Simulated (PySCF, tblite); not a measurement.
Species: C8H11FSi.
Cartesian coordinates in Å at the GFN2-xTB level; atoms count from 1:
```
atom  x, y, z in Å
F1     1.320   -1.096    1.777
C2     1.886   -0.663    0.604
C3     2.263    0.818    0.562
C4     1.596    0.920   -0.817
C5     0.925   -0.457   -0.590
C6    -0.510   -0.375   -0.222
C7    -1.472   -1.097   -0.817
C8    -2.831   -0.880   -0.351
C9    -2.987    0.019    0.629
Si10  -1.305    0.717    1.111
H11    2.711   -1.350    0.392
H12    3.325    1.045    0.615
H13    1.731    1.377    1.328
H14    2.311    0.906   -1.636
H15    0.908    1.750   -0.953
H16    1.069   -1.178   -1.400
H17   -1.284   -1.809   -1.610
H18   -3.642   -1.435   -0.803
H19   -3.950    0.257    1.047
H20   -1.170    2.148    0.810
H21   -0.903    0.402    2.477
```

The calculation used PBE0/pcSseg-1 in PySCF (dipole) on a GFN2-xTB geometry, gas phase.

Take the most abundant isotopes and a rigid rotor. The values belong to one conformer with, in the numbering `[F:1][C@@H:2]1[CH2:3][CH2:4][C@@H:5]1[C:6]1=[CH:7][CH:8]=[CH:9][SiH2:10]1`, C4–C5–C6–C7 131°, F1–C2–C3–C4 -133°, C2–C3–C4–C5 13°, C3–C4–C5–C6 103°, C6–C7–C8–C9 0°.

(1) What are A, B and C (cm⁻¹)?

(2) What kind of rotor is it?

(3) What does the inertial defect say?

(4) Give the other two planar moments, Paa and Pbb, and the rms extents of the mass along the axes.

(5) Which lines would a microwave search look for?

(6) Estimate the classical rotational partition function at 200 K, 298.15 K and 500 K.

Results:

(1) Ia = 234.71, Ib = 621.17, Ic = 650.89 u·Å²; 505379 MHz·u·Å²/I gives 2153, 813.6 and 776.4 MHz, that is A = 0.07182, B = 0.02714, C = 0.02590 cm⁻¹.

(2) A near-prolate asymmetric top. Ray's parameter κ = (2B − A − C)/(A − C) = -0.946; −1 is the prolate and +1 the oblate limit.

(3) Not planar: Δ = Ic − Ia − Ib = -204.99 u·Å². For a rigid frame Δ = −2 Σ m c², so Σ m c² = 102.50 u·Å² lies off the ab plane: 16.61 from hydrogen and 85.89 from heavier atoms. The atom farthest from that plane is 2.15 Å away.

(4) Paa = Σ m a² = (Ib + Ic − Ia)/2 = 518.67 and Pbb = Σ m b² = (Ia + Ic − Ib)/2 = 132.21 u·Å². With the mass M = 154.06 u, the rms extents √(P/M) along a, b and c are 1.83, 0.93, 0.82 Å.

(5) The dipole components are |μa| = 0.84 D, |μb| = 1.32 D, |μc| = 0.85 D. Intensities carry the squares of the components, which stand as 0.40 : 1.00 : 0.41 (a : b : c). Some lines, for components of 0.1 D or more:

```
type  branch         J(Ka,Kc)    MHz  lower level (cm⁻¹)
   b       Q  4(1,3) ← 4(0,4)   1553               0.530
   b       R  4(1,3) ← 3(2,2)   2469               0.499
   a       R  3(1,3) ← 2(1,2)   4714               0.203
   a       R  4(2,3) ← 3(2,2)   6360               0.499
   c       R  2(2,1) ← 1(1,1)   7273               0.098
   a       R  5(4,1) ← 4(4,0)   7952               1.255
   b       Q  5(4,1) ← 5(3,2)   9505               1.203
   c       R  4(2,2) ← 3(1,2)  10335               0.367
   b       R  5(2,4) ← 4(1,3)  11839               0.582
   b       R  4(3,2) ← 3(2,1)  13149               0.500
   b       R  5(3,2) ← 4(2,3)  14747               0.712
   b       R  5(4,2) ← 4(3,1)  17458               0.938
   b       R  5(4,1) ← 4(3,2)  17458               0.938
   c       R  5(5,1) ← 4(4,1)  20174               1.255
```

(6) Point group C1, symmetry number σ = 1; q = (√π/σ)·√((kT/h)³/(ABC)), k/h = 20836.6 MHz/K: 409000 at 200 K, 744000 at 298.15 K, 1620000 at 500 K.

Its GFN2-xTB frequencies are all real (lowest 38 cm⁻¹). No vibrational averaging or centrifugal distortion is included, and the geometry carries the error of its method.
